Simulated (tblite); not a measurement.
Run record: tight-binding relaxation, `C=C(B[AsH2])C/C=C\CC`.

Computed with GFN2-xTB geometry optimisation, gas phase (tblite 0.8.0). Start geometry: from a force field or distance geometry. A driver script takes a list of jobs; this job's settings line and coordinates (Å) are shown.

Command:
```bash
OMP_NUM_THREADS=1 python probes_run.py task.json out
```

Input:
```
{"job": {"kind": "relax", "xc": "GFN2-xTB", "basis": "xTB"}, "charge": 0, "multiplicity": 1}
C      1.728500    -2.313200     0.318500
C      1.602400    -0.979900     0.477800
B      2.923300    -0.116300     0.660400
As     2.841600     1.935200     0.755100
C      0.246500    -0.328100     0.454100
C     -0.067600     0.178500    -0.943400
C     -1.210200     0.801700    -1.271100
C     -2.349900     1.030000    -0.309400
C     -3.301400    -0.171000    -0.307400
H      2.685400    -2.802100     0.327300
H      0.837000    -2.931100     0.169600
H      3.969000    -0.641500     0.678100
H      2.279500     1.887100     2.233900
H      4.332800     2.011300     1.239200
H      0.220100     0.527500     1.168600
H     -0.535700    -1.048700     0.776800
H      0.686000     0.062700    -1.718100
H     -1.334400     1.140000    -2.289500
H     -1.993400     1.233700     0.721000
H     -2.915100     1.923900    -0.641800
H     -3.719000    -0.330300    -1.323200
H     -4.151800     0.036300     0.385100
H     -2.778200    -1.078900     0.042100
```

Output:
```
step      E/eV     max force
  0    -697.56520    1.205
  1    -697.66005    0.876
  2    -697.71545    0.474
  3    -697.74159    0.257
  4    -697.75008    0.267
  5    -697.75563    0.237
  6    -697.76217    0.176
  7    -697.76533    0.138
  8    -697.76710    0.081
  9    -697.76825    0.108
... (256 lines left out)
266    -697.93234    0.021
267    -697.93241    0.018
268    -697.93246    0.016
269    -697.93250    0.017
270    -697.93253    0.014
271    -697.93257    0.013
272    -697.93261    0.016
273    -697.93264    0.015
274    -697.93266    0.010
275    -697.93268    0.007
```

«max force» is the largest atomic force in eV/Å.

Question: From which step on does the largest force stay under 0.1 eV/Å, and how much energy is left to gain from there?

Answer: From step 222 (0.084 eV/Å), 20.8 meV above the end.

Main results: energy lowered by 8.5 kcal/mol over 275 steps; largest atomic force 0.007 eV/Å at the end.

Question: Give the final coordinates.

Answer: 1.318 Å rms from the input after alignment:
```
atom  x, y, z in Å
C1     2.5702   -2.2248    0.8285
C2     1.8399   -1.1470    0.5267
B3     2.5027    0.2279    0.2657
As4    1.5532    1.9512    0.5699
C5     0.3309   -1.2505    0.4942
C6    -0.1727   -0.8267   -0.8538
C7    -1.1076    0.0780   -1.1104
C8    -1.8992    0.8689   -0.1138
C9    -3.2906    1.2033   -0.6416
H10    3.6472   -2.1859    0.8539
H11    2.1271   -3.1758    1.0885
H12    3.5871    0.2454   -0.1881
H13    0.9802    1.5944    1.9125
H14    2.7180    2.6296    1.2282
H15   -0.0853   -0.6060    1.2734
H16    0.0210   -2.2822    0.6904
H17    0.3038   -1.3397   -1.6812
H18   -1.3577    0.2829   -2.1441
H19   -1.9925    0.3187    0.8241
H20   -1.3646    1.8061    0.1010
H21   -3.2230    1.7839   -1.5589
H22   -3.8468    1.7835    0.0911
H23   -3.8461    0.2917   -0.8527
```

The run took 12 s wall, 8.8 s CPU on an AMD EPYC with one thread, no GPU (shared host).
Labels such as C1 count atoms from 1, the log's own numbers from 0.
